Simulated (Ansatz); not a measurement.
Start from `NB(O)[TeH]` and change one atom or group to get `NB(O)[SiH2]F`.

Ansatz, PBE0-D4/def2-TZVP geometries, multiplicity 1. Each molecule was computed in one conformer, which needn't be the lowest.

Elements past krypton have def2 core potentials.

```
                                          property  `NB(O)[TeH]`
             LUMO energy (ωB97M-V/def2-TZVPP) / eV          1.57
    size of the dipole moment (PBE/def2-TZVPP) / D          3.58
              HOMO–LUMO gap (PBE0/def2-TZVPP) / eV          6.00
size of the dipole moment (ωB97M-V/def2-TZVPP) / D          3.73
               LUMO energy (B3LYP/def2-TZVPP) / eV         -0.38
               HOMO energy (B3LYP/def2-TZVPP) / eV         -5.89
```

**Question.** Give the same properties after the change, and the shifts. (An estimate is asked.)

**Answer.** Ansatz gave: 
| property | `NB(O)[SiH2]F` | shift |
| --- | --- | --- |
| LUMO energy (ωB97M-V/def2-TZVPP) / eV | 1.48 | -0.09 |
| size of the dipole moment (PBE/def2-TZVPP) / D | 2.05 | -1.53 |
| HOMO–LUMO gap (PBE0/def2-TZVPP) / eV | 7.85 | 1.85 |
| size of the dipole moment (ωB97M-V/def2-TZVPP) / D | 2.05 | -1.68 |
| LUMO energy (B3LYP/def2-TZVPP) / eV | -0.41 | -0.03 |
| HOMO energy (B3LYP/def2-TZVPP) / eV | -7.84 | -1.95 |

With PBE0 the HOMO falls by 1.92 eV and the LUMO falls by 0.07 eV, so the gap widens by about 1.85 eV. PBE moves the HOMO by -1.60 eV and ωB97M-V by -2.04 eV. Dipoles are sizes alone; their direction can turn.

B3LYP here is the variant with VWN-RPA as its local correlation; programs differ in this.

Spin–orbit coupling is left out; it splits and shifts lone-pair levels of the heavy atoms by tenths of an eV.
